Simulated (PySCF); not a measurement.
**A computed series [M(H2O)2]3+**

Computed with PySCF 2.14.0, PBE0, def2-SVP on the ligands, density fitting, scalar-relativistic core potentials, no spin-orbit coupling, vacuum. Each member is relaxed from one template within its symmetry. Distances are means of the shortest metal–ligand contacts, charges and spins Mulliken's; removal energies are rigid, with the ligand's formal charge and no counterpoise, so too large; for an anion taken off a cation in vacuum most of it is the attraction of opposite charges, and multiply charged cations can part far more cheaply with an electron moved from ligand to metal. lcecp potentials hold a fixed number of 4f electrons in the core, out of states, spins and gaps.

| metal | basis on the metal | point group | M–H2O (Å) | charge on M (e) | removal of one H2O (eV) | strongest infrared band, degenerate modes summed (cm⁻¹) | unstable modes (below −25 cm⁻¹) |
| --- | --- | --- | --- | --- | --- | --- | --- |
| La | lcecp-1-SVP with ECP46 | C1 | 2.365 | 2.32 | 3.86 | – | 1 (soft) |
| Sm | lcecp-1-SVP with ECP51 | C1 | 2.269 | 2.25 | 4.21 | – | 1 (soft) |
| Tb | lcecp-1-SVP with ECP54 | C1 | 2.224 | 2.23 | 4.39 | 3485 | 0 |
| Er | lcecp-1-SVP with ECP57 | C1 | 2.181 | 2.20 | 4.56 | – | 1 (soft) |
| Tl | def2-SVP with ECP60 | C2 | 2.085 | 1.79 | 6.76 | 3276 | 0 |

**Question.** What does the calculation give for Pr, lcecp-1-SVP with ECP48?

**Answer.** point group: C1, nearly C2, M–H2O (Å): 2.321, charge on M (e): 2.29, removal of one H2O (eV): 4.02, strongest infrared band, degenerate modes summed (cm⁻¹): 3517, unstable modes (below −25 cm⁻¹): 0.
```xyz
7

Pr    1.0713    0.0508   -0.0018
O    -0.1783    0.0705    1.9537
H     0.1442    0.2175    2.8808
H    -1.1502   -0.0743    2.0839
O    -0.1794   -0.0803   -1.9528
H     0.1429   -0.2928   -2.8668
H    -1.1485    0.0714   -2.0970
```

From La to Er the M–H2O distance shrinks by 0.18 Å, the lanthanide contraction, and the energy to remove one H2O rises by 0.70 eV.

Members with unstable modes aren't minima as they stand: saddle points kept by symmetry or, where the modes are soft, flat surfaces and noise. Moved off a saddle point of the template and relaxed again: La, Pr, Sm, Tb, Er, Tl. One start shape was tried for each, so a minimum needn't be the lowest isomer.
